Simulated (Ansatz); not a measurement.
Computed with Ansatz on PBE0-D4/def2-TZVP structures; ΔE is electronic, products minus reactants. CCSD(T)/CBS is the MP2 limit (def2-TZVPP, def2-QZVPP) plus CCSD(T) − MP2 in def2-TZVPP, frozen cores. This one scheme is used for every species. Functionals use def2-TZVPP. B3LYP here is the variant with VWN-RPA as its local correlation; programs differ in this. Each species was taken in one conformer, which may not be the lowest.

Reaction (ligand exchange at the Si–N bond): `O[Si@H](F)N[Si@H](O)Cl` + CH₃OH → `CO[SiH](O)F` + `N[SiH](O)Cl`

`O[Si@H](F)N[Si@H](O)Cl`:

Z-matrix (Å, degrees):
```
Si
F 1 1.595
N 1 1.697 2 113.8
O 1 1.644 2 106.5 3 -117.2
H 1 1.474 2 105.8 3 121.6
Si 3 1.725 1 130.2 2 -88.3
H 3 1.012 1 114.5 2 97.9
H 4 0.959 1 117.3 2 -35.8
O 6 1.621 3 109.0 1 -6.2
Cl 6 2.057 3 107.1 1 -128.5
H 6 1.472 3 114.0 1 115.2
H 9 0.966 6 115.4 3 -25.7
```

CH₃OH:

```xyz
6

C    -0.133    0.084   -0.320
O     0.745   -0.521    0.602
H     0.205   -0.201   -1.317
H    -0.118    1.179   -0.255
H    -1.167   -0.260   -0.200
H     0.468   -0.282    1.489
```

`CO[SiH](O)F`:

Cartesian coordinates in Å:
```
C -1.189 0.369 -1.039
O 0.052 -0.183 -0.654
Si 0.768 0.022 0.788
O 2.036 -0.979 0.889
F -0.311 -0.290 1.920
H -1.140 1.462 -1.083
H -1.985 0.078 -0.348
H -1.432 -0.006 -2.034
H 1.250 1.391 1.027
H 1.951 -1.865 0.534
```

`N[SiH](O)Cl`:

```xyz
8

N     0.351    1.078   -0.414
Si    0.079   -0.383    0.412
O    -1.451   -0.905    0.198
Cl    1.475   -1.680   -0.366
H     1.255    1.290   -0.801
H    -0.179    1.907   -0.202
H     0.247   -0.377    1.877
H    -1.776   -0.930   -0.705
```

| level | ΔE (kJ/mol) |
| --- | --- |
| B3LYP-D4 | -32.7 |
| ωB97M-V | -33.4 |
| CCSD(T)/def2-TZVPP | -32.8 |
| SCS-MP2/def2-QZVPP | -36.8 |

Task: What does CCSD(T)/CBS give? (Best estimate.)

Result: Computed: -33.4 kJ/mol. The listed levels differ from it by 0.7, 0.0, 0.6, -3.4 kJ/mol.

Largest T1 diagnostic among the species: 0.011.

In def2-TZVPP, CCSD(T) changes the Hartree–Fock value by +14.8 kJ/mol (the triples alone add +2.4 kJ/mol) and MP2 by +14.1 kJ/mol. The D4 term adds +8.1 kJ/mol with B3LYP and +4.7 kJ/mol with PBE0; it sums over pairs of atoms, weighted by their polarisabilities, and B3LYP, whose exchange is more repulsive, gets the larger term.
